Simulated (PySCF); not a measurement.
C7H4F2N (doublet state).
Numbering: `[CH2:1]=[C:2]1[C:3]([F:4])=[C:5]([F:6])[CH:7][C@@H:8]1[C:9]#[N:10]` (hydrogens: H11, H12 on C1; H13 on C7; H14 on C8)

Theory: UKS B3LYP, pcH-1 on C F H N, non-relativistic, mean-field spin-orbit, GIAO (PySCF 2.14.0). Geometry: GFN2-xTB; no solvent, vibrations or thermal averaging. A GFN2-xTB geometry isn't a minimum of the functional, and hyperfine couplings can be far from their values at a DFT geometry. Stability of the SCF solution: not tested. ⟨S²⟩ is 0.789 where a pure state has 0.75.

Computed for the main isotopes (class means, splittings of 0.05 mT or more): g = 2.0030; F4 19F +81.4 MHz (2.90 mT); H13 1H -33.5 MHz (1.20 mT); H12 1H -30.2 MHz (1.08 mT); H11 1H -29.2 MHz (1.04 mT); F6 19F -28.6 MHz (1.02 mT); H14 1H +23.6 MHz (0.84 mT); 64 first-order lines, 8.08 mT wide. Two of these splittings differ by less than 0.03 mT, so with lines wider than that fewer lines would be seen.

**Question.** What changes when 1H at H12 is replaced by 2H?

**Answer.** At a fixed geometry a is proportional to g_N: 0.85744/5.58569 = 0.1535, so a goes from -30.2 to -4.6 MHz (0.165 mT). The spin goes from 1/2 to 1, so the 1:1 doublet becomes a 1:1:1 triplet. The spectrum then has 96 first-order lines over 7.33 mT.

**Question.** Give position and intensity of the satellites from 13C at C3.

**Answer.** a = +55.8 MHz, or 1.99 mT in magnitude, and I = 1/2, so to first order each main line has two satellites, at ±1.00 mT. The isotope's abundance is about 1.07 %, shared among 2 lines, so each has 0.54 % of the main line's intensity.

**Question.** Give position and intensity of the satellites from 13C at C5.

**Answer.** a = -45.3 MHz, or 1.62 mT in magnitude, and I = 1/2, so to first order each main line has two satellites, at ±0.81 mT. The isotope's abundance is about 1.07 %, shared among 2 lines, so each has 0.54 % of the main line's intensity.
